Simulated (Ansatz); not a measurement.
Isolated molecules relaxed with PBE0-D4/def2-TZVP in Ansatz; ΔE leaves out vibrations. CCSD(T)/CBS adds triple-zeta CCSD(T) − MP2 to the extrapolated MP2 energy (def2 sets, frozen cores). This one scheme is used for every species. Functionals use def2-TZVPP. def2 core potentials past Kr. For As, Te outer-core shells are correlated without core-valence functions, which leaves a few kJ/mol of doubt a bond. Scalar relativity is left out up to krypton. One conformer a species, not always the lowest.

Reaction (formal hydrolysis of a C–Te bond): `[AsH2]C[TeH]` + H₂O → `OC[AsH2]` + H₂Te

CCSD(T)/CBS gives +73.2 kJ/mol.

Task: Another level gave +52.3 kJ/mol. Which?
A. BHLYP/def2-TZVPP
B. SCS-MP2/def2-TZVPP
C. ωB97X-V/def2-TZVPP
D. revPBE-D4/def2-TZVPP

Result: C. ωB97X-V 52.3, revPBE-D4 56.6, SCS-MP2/def2-TZVPP 69.5, BHLYP 46.6 kJ/mol.

Largest T1 diagnostic among the species: 0.011.

The D4 term adds +9.1 kJ/mol with B3LYP and +4.7 kJ/mol with PBE0; it sums over pairs of atoms, weighted by their polarisabilities, and B3LYP, whose exchange is more repulsive, gets the larger term. At CCSD(T), def2-SVP lies −38.4 kJ/mol from the extrapolated value and def2-TZVPP −10.1 kJ/mol. In def2-TZVPP, CCSD(T) changes the Hartree–Fock value by +20.6 kJ/mol (the triples alone add +3.2 kJ/mol) and MP2 by +35.9 kJ/mol.

CCSD(T)/CBS has its own doubt, a few kJ/mol and more with outer-core shells, so smaller differences from it don't rank the levels.

B3LYP here is the variant with VWN-RPA as its local correlation; programs differ in this.
